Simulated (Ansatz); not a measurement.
Start from `[AlH2][S]BS` and change one atom or group to get `CSBS`.

Ansatz, PBE0-D4/def2-TZVP geometries, multiplicity 1. Each molecule was computed in one conformer, which needn't be the lowest.

```
                                      property  `[AlH2][S]BS`
            HOMO energy (PBE0/def2-TZVPP) / eV          -7.72
            LUMO energy (PBE0/def2-TZVPP) / eV          -2.02
           HOMO–LUMO gap (PBE/def2-TZVPP) / eV           3.80
       HOMO–LUMO gap (ωB97M-V/def2-TZVPP) / eV           9.46
size of the dipole moment (PBE/def2-TZVPP) / D           1.61
         LUMO energy (ωB97M-V/def2-TZVPP) / eV          -0.33
```

Give the same properties after the change, and the shifts. (Estimate.)

Computed: 
| property | `CSBS` | shift |
| --- | --- | --- |
| HOMO energy (PBE0/def2-TZVPP) / eV | -7.10 | 0.62 |
| LUMO energy (PBE0/def2-TZVPP) / eV | -0.83 | 1.19 |
| HOMO–LUMO gap (PBE/def2-TZVPP) / eV | 4.27 | 0.47 |
| HOMO–LUMO gap (ωB97M-V/def2-TZVPP) / eV | 10.31 | 0.85 |
| size of the dipole moment (PBE/def2-TZVPP) / D | 1.62 | 0.01 |
| LUMO energy (ωB97M-V/def2-TZVPP) / eV | 1.11 | 1.44 |

With PBE0 the HOMO rises by 0.62 eV and the LUMO rises by 1.19 eV, so the gap widens by about 0.57 eV. PBE moves the HOMO by 0.63 eV and ωB97M-V by 0.59 eV. The zero-point energy changes by 60.4 kJ/mol with +3 modes. Dipoles are sizes alone; their direction can turn.
